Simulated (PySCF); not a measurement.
Structure with atom numbers: `[CH3:1][O:2][C@@H:3]([CH:4]=[O:5])[Si@@H:6]([NH2:7])[O:8][SiH3:9]`. Each H is labelled by its parent atom.

How the numbers were obtained: PBE0/pcSseg-1 with gauge-including orbitals, coordinates at the GFN2-xTB level, in PySCF (a single conformation, one averaged value for each set of equivalent atoms, gas phase, relativity neglected).

Question: Predict the 2D correlation tables (HSQC, COSY, HMBC).

Answer: 

HSQC (one-bond C–H):
```tsv
δH	δC
10.31 (H(C4))	216.6 (C4)
3.76 (H(C3))	92.7 (C3)
3.67 (H(C1))	64.5 (C1)
```

COSY cross peaks (H two or three bonds apart, from the bond graph; peaks can be absent where the dihedral angle is near 90°):
```tsv
δH	δH
10.31 (H(C4))	3.76 (H(C3))
5.06 (H(Si6))	3.76 (H(C3))
```

HMBC (two and three bonds, from the bond graph):
```tsv
δH	δC
10.31 (H(C4))	92.7 (C3)
5.06 (H(Si6))	216.6 (C4), 92.7 (C3)
3.76 (H(C3))	216.6 (C4), 64.5 (C1)
3.67 (H(C1))	92.7 (C3)
```

Chemical shifts δ = σref − σ; 1H (σref 31.72), 13C (σref 186.93) against TMS, all at this level.

Short H···H contacts in this conformer between protons four or more bonds apart (candidates for NOE cross peaks, intensity ∝ r⁻⁶): H(C1)···H(C3) 2.39 Å, H(C1)···H(C4) 2.60 Å.

OH and NH positions are those of a molecule without intermolecular hydrogen bonds; in solution they move with solvent, concentration and temperature, and exchange usually removes their couplings. Shifts are as computed. Against solution values, carbons near 30 ppm lie about +3 ppm off and those near 130 ppm about +5 ppm. Of 1309 compounds with measured shifts, 239 miss one by over three times the rms of a fit or turn the order of signals round; such compounds aren't used in these exercises.
